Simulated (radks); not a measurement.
The titanium ion Ti4+, configuration [Ne] 3s(up 1, down 0) 3p6 3d1 (not the ground configuration).

All-electron calculation, non-relativistic Kohn-Sham, r2SCAN, spin-polarised, spherical densities, point nucleus; open shells are filled with parallel spins first; meta-GGA in the generalised Kohn-Sham scheme. Program: a radial shooting solver on a logarithmic mesh with Libxc functionals.

Energy parts (hartree):
part                       energy
total                  -843.67726
kinetic                 843.00136
electron-nucleus      -1961.94606
Hartree                 315.49247
exchange-correlation    -40.22503

Orbitals (lengths in bohr, moments of r in powers of bohr; r(max) is where P^2 peaks; r(90%) holds 90 % of the orbital's charge):
1s up: occ. 1; eigenvalue (hartree) -180.6463; r(90%) 0.125; r(max) 0.04614; <r^2> 0.006612
1s down: occ. 1; eigenvalue (hartree) -180.6286; r(90%) 0.125; r(max) 0.04614; <r^2> 0.006613
2s up: occ. 1; eigenvalue (hartree) -21.92793; r(90%) 0.507; r(max) 0.2708; <r^2> 0.1260
2s down: occ. 1; eigenvalue (hartree) -21.89348; r(90%) 0.506; r(max) 0.2709; <r^2> 0.1258
2p up: occ. 3; eigenvalue (hartree) -18.62771; r(90%) 0.477; r(max) 0.2205; <r^2> 0.1039
2p down: occ. 3; eigenvalue (hartree) -18.59450; r(90%) 0.476; r(max) 0.2205; <r^2> 0.1037
3s up: occ. 1; eigenvalue (hartree) -4.33995; r(90%) 1.45; r(max) 0.8605; <r^2> 1.090
3s down: occ. 0; eigenvalue (hartree) -4.18992; r(90%) 1.46; r(max) 0.8645; <r^2> 1.111
3p up: occ. 3; eigenvalue (hartree) -3.42363; r(90%) 1.55; r(max) 0.8807; <r^2> 1.211
3p down: occ. 3; eigenvalue (hartree) -3.28159; r(90%) 1.57; r(max) 0.8857; <r^2> 1.239
3d up: occ. 1; eigenvalue (hartree) -1.99870; r(90%) 1.80; r(max) 0.8739; <r^2> 1.518
3d down: occ. 0; eigenvalue (hartree) -1.87054; r(90%) 1.84; r(max) 0.8800; <r^2> 1.581

The highest occupied level is 3d up at -54.387 eV. The configuration is held as typed, so some empty levels lie below it. The density falls to 0.001 e/bohr^3 at r = 2.60 bohr. Spin moment in Bohr magnetons: 2. The spin density at the nucleus is 41.69 e/bohr^3 (1s 0.70, 2s 0.00, 3s 40.99), a Fermi contact field of 2.19e+03 T.
